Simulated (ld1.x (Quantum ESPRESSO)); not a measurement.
O, RRKJ: configuration errors across variants

O, norm-conserving RRKJ (Kleinman–Bylander form), made with ld1.x (Quantum ESPRESSO) 7.5 (PBEsol, scalar-relativistic). Core [He], reference 2s2 2p3 (charge +1). Waves: 2p (bound): rc 1.95 bohr; 2s (bound): rc 0.85 bohr. Local part: the s channel. Core correction: Bessel-smoothed model core inside 0.70 bohr. rho0 = 0.02.

All-electron excitation energies from the reference (eV): (1) 2s2 2p4 -16.360; (2) 2s2 2p2 33.478; (3) 2s2 2p1 87.185; (4) 2s2 2p0 163.829; (5) 2s1 2p4 15.138; (6) 2s1 2p5 -1.505; (7) 2s2 2p4.3 -18.466.

Errors AE − PS in meV (a dash: test not solved or not reliable):

| change | (1) | (2) | (3) | (4) | (5) | (6) | (7) | bound ghosts |
| --- | --- | --- | --- | --- | --- | --- | --- | --- |
| base | +87 | +306 | +1860 | +5848 | -8.2 | +290 | +112 | none |
| all radii but the core radius scaled by about 0.77 (s 0.66, p 1.50 bohr) | +19 | +88 | +603 | +2104 | +17 | +95 | +24 | none |
| all radii but the core radius scaled by about 0.85 (s 0.72, p 1.66 bohr) | +34 | +141 | +924 | +3099 | +14 | +143 | +42 | none |
| all radii but the core radius scaled by about 0.89 (s 0.76, p 1.74 bohr) | +44 | +177 | +1137 | +3741 | +11 | +176 | +55 | none |
| all radii but the core radius scaled by about 1.06 (s 0.90, p 2.08 bohr) | +113 | +376 | +2237 | +6909 | -23 | +350 | +147 | none |
| all radii but the core radius scaled by about 1.14 (s 0.96, p 2.22 bohr) | +166 | +506 | +2909 | +8748 | -56 | +459 | +219 | none |
| all radii but the core radius scaled by about 1.30 (s 1.10, p 2.54 bohr) | +305 | +796 | +4331 | +12487 | -150 | +699 | +415 | none |
| all radii but the core radius scaled by about 1.41 (s 1.20, p 2.74 bohr) | +430 | +1018 | +5370 | +15121 | -238 | +879 | +597 | none |

(1) Give the same row for: all radii but the core radius scaled by about 1.24 (s 1.06, p 2.42 bohr).

Answers

(1) +271, +730, +4016, +11672, -127, +645, +366; bound ghosts: none.
